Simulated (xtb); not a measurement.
C3H9B3O3, charge +1, doublet, geometry from GFN2-xTB (a state made from the parent by changing its charge; the spin is typed, not shown lowest); GFN0-xTB (xtb 6.7.1).

xtb was given this input:
```
$ xtb coord --gfn 0 --chrg 1 --uhf 1 --json

# file coord
$coord
     -3.5323107108      -4.3647667027      -0.3779821124  c
     -1.6966192827      -2.0293686649      -0.1821054044  b
      0.8826522956      -2.4071916057       0.0777984183  o
      2.4424538385      -0.4197072274       0.2463492141  b
      5.4490440264      -0.9261949115       0.5445499807  c
      1.6360848165       1.9865410459       0.1770892776  o
     -0.9253911731       2.4636212088      -0.0808982872  b
     -1.8789259997       5.2934817341      -0.1623660812  c
     -2.4084073610       0.4141620151      -0.2430257716  o
     -2.5569271732      -6.1655849171      -0.2967562789  h
     -4.5755538223      -4.2663031466      -2.1496308922  h
     -4.8955533357      -4.2913357061       1.1625710014  h
      6.0855235895      -1.9149776656      -1.1399765099  h
      5.7307759244      -2.1244313187       2.1884038582  h
      6.4321419363       0.8589264629       0.7572645453  h
     -3.2160933520       5.5942973715       1.3729215186  h
     -0.3569325854       6.6545806725       0.0109690287  h
     -2.8590795273       5.6188893035      -1.9426000380  h
$end
```

What the program printed (banner, timings and long lists left out):

```
   ID    Z sym.   atoms
    1    6 c      1, 5, 8
    2    5 b      2, 4, 7
    3    8 o      3, 6, 9
    4    1 h      10-18

           -------------------------------------------------
          |                Calculation Setup                |
           -------------------------------------------------

           -------------------------------------------------
          |                 G F N 0 - x T B                 |
           -------------------------------------------------

          ...................................................
          :                      SETUP                      :
          :.................................................:
          :  # basis functions                  54          :
          :  # atomic orbitals                  54          :
          :  # shells                           36          :
          :  # electrons                        47          :
          :  electronic temp.          300.0000000     K    :
          :  accuracy                    1.0000000          :
          :  -> integral cutoff          0.2500000E+02      :
          :  -> integral neglect         0.1000000E-07      :
          ...................................................

         :::::::::::::::::::::::::::::::::::::::::::::::::::::
         ::                     SUMMARY                     ::
         :::::::::::::::::::::::::::::::::::::::::::::::::::::
         :: total energy             -23.617481986763 Eh    ::
         :: gradient norm              0.060798398013 Eh/a0 ::
         :: HOMO-LUMO gap              5.304832783131 eV    ::
         ::.................................................::
         :: H0 energy                -25.135267185487 Eh    ::
         :: repulsion energy           0.308249627971 Eh    ::
         :: electrostat energy         1.306020365113 Eh    ::
         :: -> Gsolv                   0.000000000000 Eh    ::
         ::    -> Gsasa                0.000000000000 Eh    ::
         ::    -> Gshift               0.000000000000 Eh    ::
         :: dispersion energy         -0.005108561181 Eh    ::
         :: short-range corr.         -0.091376233178 Eh    ::
         :: add. restraining           0.000000000000 Eh    ::
         :: total charge               1.000000000000 e     ::
         :::::::::::::::::::::::::::::::::::::::::::::::::::::

           -------------------------------------------------
          |                Property Printout                |
           -------------------------------------------------

    * Orbital Energies and Occupations

         #    Occupation            Energy/Eh            Energy/eV
      -------------------------------------------------------------
         1        2.0000           -0.6783075             -18.4577
       ...           ...                  ...                  ...
        12        2.0000           -0.5300902             -14.4245
        13        2.0000           -0.5279754             -14.3669
        14        2.0000           -0.5270145             -14.3408
        15        2.0000           -0.5030039             -13.6874
        16        2.0000           -0.4955291             -13.4840
        17        2.0000           -0.4801573             -13.0657
        18        2.0000           -0.4755888             -12.9414
        19        2.0000           -0.4610300             -12.5453
        20        2.0000           -0.4550741             -12.3832
        21        2.0000           -0.4453596             -12.1189
        22        2.0000           -0.4431746             -12.0594
        23        1.9958           -0.4218828             -11.4800
        24        1.0042           -0.4114808             -11.1970 (HOMO)
        25                         -0.2165318              -5.8921 (LUMO)
        26                         -0.2059100              -5.6031
        27                         -0.1512399              -4.1154
[...]
        32                         -0.0921298              -2.5070
        33                         -0.0907245              -2.4687
        34                         -0.0869435              -2.3659
        35                         -0.0864728              -2.3530
       ...                                ...                  ...
        54                          0.4521951              12.3049
      -------------------------------------------------------------
                  HL-Gap            0.1949490 Eh            5.3048 eV
             Fermi-level            0.0000000 Eh            0.0000 eV

     #   Z          covCN         q      C6AA      α(0)
     1   6 c        3.674    -0.309    30.359     7.985
     2   5 b        2.560     0.165    33.113     9.545
     3   8 o        1.574    -0.171    16.823     5.545
     4   5 b        2.583     0.166    32.868     9.471
     5   6 c        3.667    -0.319    30.653     8.028
     6   8 o        1.574    -0.171    16.822     5.545
     7   5 b        2.564     0.165    33.065     9.530
     8   6 c        3.673    -0.310    30.396     7.990
     9   8 o        1.576    -0.172    16.827     5.546
    10   1 h        0.925     0.217     1.015     1.576
    11   1 h        0.925     0.214     1.030     1.587
    12   1 h        0.925     0.214     1.030     1.587
    13   1 h        0.925     0.220     1.004     1.567
    14   1 h        0.925     0.220     1.002     1.565
    15   1 h        0.925     0.223     0.989     1.555
    16   1 h        0.925     0.215     1.026     1.584
    17   1 h        0.925     0.218     1.012     1.573
    18   1 h        0.925     0.215     1.026     1.584

 Mol. C6AA /au·bohr⁶  :       3020.834798
 Mol. C8AA /au·bohr⁸  :      80435.103506
 Mol. α(0) /au        :         83.362104

Wiberg/Mayer (AO) data.
largest (>0.10) Wiberg bond orders for each atom

 ---------------------------------------------------------------------------
     #   Z sym  total        # sym  WBO       # sym  WBO       # sym  WBO
 ---------------------------------------------------------------------------
     1   6 c    3.913 --    10 h    0.981    11 h    0.972    12 h    0.972
                             2 b    0.925
     2   5 b    3.068 --     9 o    1.080     3 o    0.956     1 c    0.925
     3   8 o    2.375 --     4 b    1.110     2 b    0.956     9 o    0.125
     4   5 b    3.129 --     3 o    1.110     6 o    1.098     5 c    0.825
     5   6 c    3.929 --    15 h    0.984    14 h    0.977    13 h    0.976
                             4 b    0.825
     6   8 o    2.335 --     4 b    1.098     7 b    0.958     9 o    0.106
     7   5 b    3.076 --     9 o    1.098     6 o    0.958     8 c    0.913
     8   6 c    3.916 --    17 h    0.981    16 h    0.972    18 h    0.972
                             7 b    0.913
     9   8 o    2.591 --     7 b    1.098     2 b    1.080     3 o    0.125
                             6 o    0.106
    10   1 h    0.987 --     1 c    0.981
    11   1 h    0.986 --     1 c    0.972
    12   1 h    0.986 --     1 c    0.972
    13   1 h    0.986 --     5 c    0.976
    14   1 h    0.986 --     5 c    0.977
    15   1 h    0.987 --     5 c    0.984
    16   1 h    0.986 --     8 c    0.972
    17   1 h    0.987 --     8 c    0.981
    18   1 h    0.986 --     8 c    0.972
 ---------------------------------------------------------------------------

Topologies differ in total number of bonds
Writing topology from bond orders to xtbtopo.mol

 dipole moment from electron density (au)
     X       Y       Z
  -0.8045   0.0430  -0.0846  total (Debye):    2.059

           -------------------------------------------------
          | TOTAL ENERGY              -23.617481986763 Eh   |
          | GRADIENT NORM               0.060798398013 Eh/α |
          | HOMO-LUMO GAP               5.304832783131 eV   |
           -------------------------------------------------

normal termination of xtb
```
